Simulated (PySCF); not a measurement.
PySCF job for Ga(Me)2(PH2) (C2H8GaP), SMILES [PH2][Ga]([CH3])[CH3], TDA-LC-ωPBE/def2-SVPD. Geometry: B3LYP-D3(BJ)/def2-SVP. The structure was generated by enumeration; whether it is a known compound was not checked. The values are those of a single conformer.

```python
import numpy as np
from pyscf import gto, scf, dft, tdscf

mol = gto.M(
    atom='''
    Ga   -0.20812362    0.01623706   -0.25143097
    C    -1.64223453   -1.34506790   -0.42908762
    H    -1.81591946   -1.59875444   -1.48732587
    H    -2.58368303   -0.92238735   -0.03622325
    H    -1.42412218   -2.26686479    0.12996380
    C    -0.07897564    1.55679695   -1.49764353
    H     0.54953724    1.26669735   -2.35786216
    H     0.39056579    2.43258612   -1.02454648
    H    -1.06681243    1.84449150   -1.89092653
    P     1.25332909   -0.09098480    1.58118813
    H     2.40998941    0.32414170    0.85213567
    H     1.51960143   -1.48886151    1.45170999
    ''',
    basis='def2-SVPD',
    charge=0,
    spin=0,
    max_memory=1600,
    verbose=4,
)
mf = dft.RKS(mol, xc='lc_wpbe').density_fit(auxbasis='def2-universal-jkfit')
mf.grids.level = 3
mf.conv_tol = 1e-9
mf.max_cycle = 100
mf.kernel()
mf.grids = dft.Grids(mol).set(level=1).build(with_non0tab=True)  # coarser grid for the response kernel
td = tdscf.TDA(mf)
td.singlet = True
td.nstates = 10
td.conv_tol = 1e-4
td.positive_eig_threshold = 1e-6
td.kernel(x0=td.get_init_guess(mf, 15))
td.analyze()
tt = tdscf.TDA(mf)
tt.singlet = False
tt.nstates = 4
tt.conv_tol = 1e-4
tt.positive_eig_threshold = 1e-6
tt.kernel(x0=tt.get_init_guess(mf, 9))
tt.analyze(verbose=3)
```

Output:

```
PySCF version 2.14.0

[INPUT] verbose = 4
[INPUT] num. atoms = 12
[INPUT] num. electrons = 66
[INPUT] charge = 0
[INPUT] spin (= nelec alpha-beta = 2S) = 0
[INPUT] symmetry False subgroup None
[INPUT] Mole.unit = angstrom
[INPUT] Symbol           X                Y                Z      unit          X                Y                Z       unit  Magmom
[INPUT]  1 Ga    -0.208123620000   0.016237060000  -0.251430970000 AA   -0.393296641853   0.030683596468  -0.475135672534 Bohr   0.0
[INPUT]  2 C     -1.642234530000  -1.345067900000  -0.429087620000 AA   -3.103373494004  -2.541809949944  -0.810858085241 Bohr   0.0
[INPUT]  3 H     -1.815919460000  -1.598754440000  -1.487325870000 AA   -3.431590443668  -3.021208032032  -2.810638552280 Bohr   0.0
[INPUT]  4 H     -2.583683030000  -0.922387350000  -0.036223250000 AA   -4.882453319386  -1.743059472263  -0.068452021842 Bohr   0.0
[INPUT]  5 H     -1.424122180000  -2.266864790000   0.129963800000 AA   -2.691200888119  -4.283753614520   0.245595988108 Bohr   0.0
[INPUT]  6 C     -0.078975640000   1.556796950000  -1.497643530000 AA   -0.149242330112   2.941919867058  -2.830136103927 Bohr   0.0
[INPUT]  7 H      0.549537240000   1.266697350000  -2.357862160000 AA    1.038474878849   2.393711074212  -4.455713721875 Bohr   0.0
[INPUT]  8 H      0.390565790000   2.432586120000  -1.024546480000 AA    0.738062376724   4.596921541218  -1.936112249087 Bohr   0.0
[INPUT]  9 H     -1.066812430000   1.844491500000  -1.890926530000 AA   -2.015983318982   3.485583774088  -3.573333263374 Bohr   0.0
[INPUT] 10 P      1.253329090000  -0.090984800000   1.581188130000 AA    2.368448724050  -0.171936353498   2.988012517113 Bohr   0.0
[INPUT] 11 H      2.409989410000   0.324141700000   0.852135670000 AA    4.554219948002   0.612539038551   1.610303037273 Bohr   0.0
[INPUT] 12 H      1.519601430000  -1.488861510000   1.451709990000 AA    2.871630521197  -2.813540491306   2.743334293395 Bohr   0.0

nuclear repulsion = 336.900520330202
number of shells = 72
number of NR pGTOs = 262
number of NR cGTOs = 166
basis = def2-SVPD
ecp = {}


[settings echo left out]
init E= -2345.78704499918
  HOMO = -0.282061523929835  LUMO = -0.0126796155452258  gap/eV = 7.33026
cycle= 1 E= -2346.39217458849  delta_E= -0.605  |g|= 0.537  |ddm|= 3.69
  HOMO = -0.339246592053142  LUMO = 0.0226053539236468  gap/eV = 9.84649
cycle= 2 E= -2346.40936229723  delta_E= -0.0172  |g|= 0.536  |ddm|= 1.03
  HOMO = -0.341512260203925  LUMO = 0.037560884920036  gap/eV = 10.31511
cycle= 3 E= -2346.44132874404  delta_E= -0.032  |g|= 0.0431  |ddm|= 0.528
  HOMO = -0.344993635633507  LUMO = 0.0404109307034966  gap/eV = 10.48739
cycle= 4 E= -2346.4419497393  delta_E= -0.000621  |g|= 0.0177  |ddm|= 0.0987
  HOMO = -0.343919891039196  LUMO = 0.0412958442723128  gap/eV = 10.48225
cycle= 5 E= -2346.44207452535  delta_E= -0.000125  |g|= 0.0034  |ddm|= 0.034
  HOMO = -0.343856332317263  LUMO = 0.0409837818933916  gap/eV = 10.47203
cycle= 6 E= -2346.44208113109  delta_E= -6.61e-06  |g|= 0.00119  |ddm|= 0.00877
  HOMO = -0.344027897870502  LUMO = 0.0410904161883603  gap/eV = 10.47960
cycle= 7 E= -2346.44208211564  delta_E= -9.85e-07  |g|= 0.000296  |ddm|= 0.00291
  HOMO = -0.344003972612748  LUMO = 0.0410895704667409  gap/eV = 10.47893
cycle= 8 E= -2346.44208222973  delta_E= -1.14e-07  |g|= 8.23e-05  |ddm|= 0.00115
  HOMO = -0.344015492379047  LUMO = 0.041091920924579  gap/eV = 10.47931
cycle= 9 E= -2346.44208223559  delta_E= -5.86e-09  |g|= 1.98e-05  |ddm|= 0.000417
  HOMO = -0.344011404034855  LUMO = 0.0410931552433502  gap/eV = 10.47923
cycle= 10 E= -2346.44208223611  delta_E= -5.27e-10  |g|= 5.03e-06  |ddm|= 9.68e-05
  HOMO = -0.344012510829419  LUMO = 0.0410924554061287  gap/eV = 10.47924
Extra cycle  E= -2346.44208223614  delta_E= -2.46e-11  |g|= 2.3e-06  |ddm|= 1.45e-05
converged SCF energy = -2346.44208223614
tot grids = 43968
Overwritten attributes  positive_eig_threshold  of <class 'pyscf.tdscf.rks.TDA'>


******** <class 'pyscf.tdscf.rks.TDA'> for <class 'pyscf.df.df_jk.DFRKS'> ********
nstates = 10 singlet
deg_eia_thresh = 1.000e-03
wfnsym = None
conv_tol = 0.0001
eigh lindep = 1e-12
eigh level_shift = 0
eigh max_cycle = 100


Excitation energies (eV)
[5.26044869 5.85678515 6.30753292 6.4487778  6.96945111 7.46740223
 7.54758815 7.88164718 8.23842301 8.38871325]

** Singlet excitation energies and oscillator strengths **
Excited State   1:      5.26045 eV    235.69 nm  f=0.0295
      31 -> 34        0.18529
      33 -> 34        0.65245
      33 -> 35       -0.14033
Excited State   2:      5.85679 eV    211.69 nm  f=0.0010
      32 -> 34       -0.68267
      32 -> 35        0.12293
Excited State   3:      6.30753 eV    196.57 nm  f=0.0025
      33 -> 36       -0.58276
      33 -> 39        0.30737
      33 -> 44        0.20222
Excited State   4:      6.44878 eV    192.26 nm  f=0.1351
      33 -> 34        0.11231
      33 -> 35        0.60700
      33 -> 37       -0.19543
      33 -> 38        0.16836
      33 -> 46        0.11303
Excited State   5:      6.96945 eV    177.90 nm  f=0.0059
      31 -> 34        0.55054
      31 -> 35       -0.12499
      33 -> 34       -0.14225
      33 -> 37        0.19818
      33 -> 38        0.28540
Excited State   6:      7.46740 eV    166.03 nm  f=0.3385
      31 -> 34       -0.28428
      31 -> 35        0.14564
      31 -> 38       -0.15654
      33 -> 34        0.12367
      33 -> 37        0.33712
      33 -> 38        0.41289
      33 -> 48       -0.10474
Excited State   7:      7.54759 eV    164.27 nm  f=0.1578
      32 -> 34       -0.12171
      32 -> 35       -0.64097
      32 -> 37       -0.12904
      33 -> 39        0.11538
Excited State   8:      7.88165 eV    157.31 nm  f=0.0603
      31 -> 34        0.16669
      31 -> 35        0.40329
      31 -> 38        0.19449
      33 -> 35        0.19155
      33 -> 37        0.27566
      33 -> 38       -0.22485
      33 -> 40       -0.18966
      33 -> 42       -0.14035
Excited State   9:      8.23842 eV    150.50 nm  f=0.0114
      31 -> 36       -0.27690
      31 -> 39        0.17174
      33 -> 36        0.19885
      33 -> 39        0.46141
      33 -> 47        0.23183
Excited State  10:      8.38871 eV    147.80 nm  f=0.2255
      31 -> 35       -0.41493
      31 -> 37        0.19728
      33 -> 35        0.14896
      33 -> 37        0.28332
      33 -> 38       -0.14428
      33 -> 40       -0.28895

** Transition electric dipole moments (AU) **
state          X           Y           Z        Dip. S.      Osc.
  1         0.2186      0.0471      0.4227      0.2287      0.0295
  2        -0.0437     -0.0678      0.0173      0.0068      0.0010
  3        -0.0540     -0.1135     -0.0160      0.0161      0.0025
  4         0.2397      0.1618      0.8783      0.8550      0.1351
  5         0.1124     -0.0913     -0.1165      0.0345      0.0059
  6         0.9317     -0.1158      0.9843      1.8503      0.3385
  7        -0.4459     -0.7402      0.3264      0.8532      0.1578
  8         0.2043     -0.2505     -0.4559      0.3124      0.0603
  9         0.2194     -0.0437      0.0804      0.0565      0.0114
 10        -0.8651      0.3777     -0.4539      1.0972      0.2255

** Transition velocity dipole moments (imaginary part, AU) **
state          X           Y           Z        Dip. S.      Osc.
  1         0.0295     -0.0078      0.0218      0.0014      0.0048
  2        -0.0081     -0.0144      0.0055      0.0003      0.0009
  3         0.0031      0.0058     -0.0165      0.0003      0.0009
  4         0.0738      0.0360      0.2197      0.0550      0.1547
  5         0.0160     -0.0103     -0.0036      0.0004      0.0010
  6         0.1823     -0.0283      0.1716      0.0635      0.1542
  7        -0.1239     -0.2099      0.0872      0.0670      0.1610
  8         0.0819     -0.0736     -0.1055      0.0233      0.0535
  9         0.0510     -0.0239      0.0237      0.0037      0.0082
 10        -0.2422      0.0931     -0.1347      0.0855      0.1848

** Transition magnetic dipole moments (imaginary part, AU) **
state          X           Y           Z
  1         0.4436      0.8200     -0.2881
  2         0.6282     -0.0572      0.8227
  3        -0.5057      0.2229      0.0072
  4         0.2647      0.5967     -0.2111
  5         0.0393      0.0583     -0.0207
  6        -0.3177     -0.6322      0.2137
  7         0.0251     -0.0942     -0.0660
  8        -0.2539     -0.5232      0.0984
  9        -0.1316      0.1021      0.7327
 10         0.4158      0.6545     -0.0961


******** <class 'pyscf.tdscf.rks.TDA'> for <class 'pyscf.df.df_jk.DFRKS'> ********
nstates = 4 triplet
deg_eia_thresh = 1.000e-03
wfnsym = None
conv_tol = 0.0001
eigh lindep = 1e-12
eigh level_shift = 0
eigh max_cycle = 100


Excitation energies (eV)
[4.51485358 5.44913316 5.5392645  5.91011179]

** Triplet excitation energies and oscillator strengths **
Excited State   1:      4.51485 eV    274.61 nm  f=0.0000
Excited State   2:      5.44913 eV    227.53 nm  f=0.0000
Excited State   3:      5.53926 eV    223.83 nm  f=0.0000
Excited State   4:      5.91011 eV    209.78 nm  f=0.0000
```

The calculation finished and met its thresholds.

Cost: about 4 core-minutes (a rough figure).
